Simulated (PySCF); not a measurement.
Deuteron quadrupole couplings in `C/C=C1\[SiH2][C@@H](C2CC2)[C@@H]1F`

C₈H₁₃FSi.
Geometry (GFN2-xTB, Å), atoms numbered from 1 in this order:
```
atom  x, y, z in Å
C1     3.7262    0.4833    0.0325
C2     2.6322   -0.1600   -0.7462
C3     1.3609   -0.1618   -0.3763
Si4    0.3242    0.3430    1.1165
C5    -0.7988   -0.8539    0.1086
C6    -2.2223   -0.5401   -0.2577
C7    -3.0852    0.2577    0.6706
C8    -2.6182    0.8591   -0.6197
C9     0.1960   -0.8299   -1.0676
F10    0.4841   -2.0816   -1.5780
H11    4.4767   -0.2564    0.3101
H12    4.2219    1.2420   -0.5729
H13    3.3307    0.9466    0.9335
H14    2.9316   -0.6528   -1.6654
H15   -0.0580    1.7543    1.1656
H16    0.7178   -0.1355    2.4405
H17   -0.7644   -1.8538    0.5523
H18   -2.7131   -1.3346   -0.8117
H19   -4.1274   -0.0056    0.7690
H20   -2.6367    0.6157    1.5856
H21   -1.8632    1.6296   -0.5788
H22   -3.3399    1.0033   -1.4096
H23   -0.1797   -0.2418   -1.9136
```

Level: PBE0/pcSseg-1 (PySCF, non-relativistic); Q(2H) = 0.00286 b; rigid geometry, the same for H and D, with no vibrational averaging.

Question: Rank these positions by the coupling χzz of a deuteron there, largest first.
A. H17 (methine hydrogen)
B. H12 (methyl hydrogen)
C. H23 (methine hydrogen)
D. H19 (methylene hydrogen)
E. H15 (Si–H hydrogen)

Answer: D (224 kHz), B (209 kHz), A (204 kHz), C (192 kHz), E (110 kHz).

What are Vzz, η and χzz (234.96 MHz × Q × Vzz) at all hydrogens?

```
atom  bonded to  bond length (Å)  Vzz (au)     η  χzz (kHz)
 H11         C1            1.090    0.3110  0.02        209
 H12         C1            1.090    0.3111  0.02        209
 H13         C1            1.088    0.3145  0.03        211
 H14         C2            1.085    0.3169  0.04        213
 H15        Si4            1.463    0.1640  0.02        110
 H16        Si4            1.462    0.1648  0.01        111
 H17         C5            1.095    0.3036  0.05        204
 H18         C6            1.086    0.3167  0.08        213
 H19         C7            1.079    0.3330  0.07        224
 H20         C7            1.080    0.3326  0.08        223
 H21         C8            1.080    0.3317  0.08        223
 H22         C8            1.080    0.3324  0.07        223
 H23         C9            1.097    0.2859  0.08        192
```

Average by the element that carries the hydrogen.

on C: 213 kHz over 11 positions, mean bond length 1.086 Å; on Si: 110 kHz over 2 positions, mean bond length 1.462 Å.

How does χzz go with the bond length over the 11 C–H bonds?

A straight-line fit has a slope of -15.7 kHz for each 0.01 Å, with a correlation coefficient of -0.98, over lengths from 1.079 to 1.097 Å. The longer bonds have the smaller couplings here.

Geometry: GFN2-xTB, one conformer, isolated molecule. GFN2-xTB bond lengths can be off by several hundredths of an ångström, more for odd bonds, and the gradients follow them. The small basis limits the accuracy of the gradients.
